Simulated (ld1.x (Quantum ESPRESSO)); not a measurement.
revPBE ultrasoft dataset for Sc (Z = 21), scalar-relativistic all-electron reference.

* Element: Sc (Z = 21)
* Generator: ld1.x (Quantum ESPRESSO) 7.5
* Type: ultrasoft
* Functional: revPBE
* Relativity: scalar-relativistic
* Frozen core: [Ne]
* Valence charge: 11
* Reference configuration: 3s2 3p6 3d1 4s1.75 4p0 (charge +0.25)
* Partial waves: 3s (bound): rcut 1.85, rcutus 2.15 bohr; 4s (bound): rcut 1.85, rcutus 2.15 bohr; 3p (bound): rcut 1.70, rcutus 1.95 bohr; 4p (bound, empty): rcut 1.70, rcutus 1.95 bohr; 3d (bound): rcut 2.75, rcutus 2.95 bohr; 3d channel at 0.45 Ry: rcut 2.75, rcutus 2.95 bohr
* Local potential: all-electron potential smoothed inside 1.70 bohr (lloc = -1)
* Core correction: a·sin(br)/r model core, default radius (core density twice the valence density)
* Augmentation charge: PSQ, radius 1.80 bohr

All-electron outer shells of the reference configuration (revPBE, scalar-relativistic, ld1.x):

```
shell  level (eV)  outermost node (bohr)  outermost maximum (bohr)
   2s     -476.05                   0.10                      0.28
   2p     -389.83                      –                      0.23
   3s      -56.71                   0.42                      0.93
   3p      -35.25                   0.39                      0.97
   4s       -5.46                   1.32                      3.10
   3d       -4.74                      –                      1.10
   4p       -2.59                   1.49                      3.88
```

What the tests gave:

- Configuration tests: test run stopped at test 6 of 7 (negative rho)
- Lowest eigenvalue of the overlap operator: -0.19 (d channel); it is negative, so in a basis up to 400 Ry S is not positive definite and the file is unfit for use
- Density cutoff estimated by the generator: 119 Ry

The ghost test of this file was not conclusive. Its overlap operator is not positive definite in a basis up to 400 Ry (lowest eigenvalue s -0.01, p -0.08, d -0.19), so the file is unfit for use: the generalised eigenproblem breaks down once the basis is large enough, and its test numbers describe a broken file.

Generation and tests took about 2.1 s on one core of a shared server CPU.
